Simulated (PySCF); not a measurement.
**How methods differ on the excitation energy of Ru**

Ru [Kr] 4d7 5s1 (5F) → Ru [Kr] 4d6 5s2 (5D), as a difference of total energies. All numbers are calculated (PySCF 2.14, scalar relativity by spin-free X2C-1e, in x2c-TZVPPall (8s6p6d2f1g, 79 functions)). Correlated levels: valence: [Kr] frozen. The calculations carry no spin-orbit coupling.

| method | excitation energy (eV) | error (eV) |
| --- | --- | --- |
| UHF | 0.691 | -0.176 |
| MP2 (valence) | 0.985 | +0.118 |
| SCS-MP2 (valence) | 1.010 | +0.143 |
| CCSD (valence) | 0.807 | -0.060 |
| CCSD(T) (valence) | 0.801 | -0.066 |

Reference: 0.867 eV (measured; NIST levels, between the centres of gravity of the two terms).

Errors of the correlated levels include the incompleteness of this basis and the frozen core.
